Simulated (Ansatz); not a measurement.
```yaml
atoms:
  - { symbol: H, position_ang: [1.8400, 0.0000, 0.0000] }
  - { symbol: H, position_ang: [1.4886, 1.0815, 0.0000] }
  - { symbol: H, position_ang: [0.5686, 1.7499, 0.0000] }
  - { symbol: H, position_ang: [-0.5686, 1.7499, 0.0000] }
  - { symbol: H, position_ang: [-1.4886, 1.0815, 0.0000] }
  - { symbol: H, position_ang: [-1.8400, 0.0000, 0.0000] }
  - { symbol: H, position_ang: [-1.4886, -1.0815, 0.0000] }
  - { symbol: H, position_ang: [-0.5686, -1.7499, 0.0000] }
  - { symbol: H, position_ang: [0.5686, -1.7499, 0.0000] }
  - { symbol: H, position_ang: [1.4886, -1.0815, 0.0000] }
```

UHF on doublet H₁₀(+) was run in several spherical basis sets with Ansatz (development build ahead of 0.2.0). Caution for UHF: the charge can sit on one fragment and break the point group; the determinant breaks the point group; the unrestricted determinant is spin contaminated.

**Question.** Rank the basis sets by the total energy that they give, lowest first, with the distance from the lowest.
A. cc-pVDZ
B. aug-cc-pVDZ
C. def2-SVP
D. 6-31G
E. pcseg-1

**Answer.** B (0.00 eV), A (0.11 eV), C (0.13 eV), E (0.38 eV), D (0.89 eV).
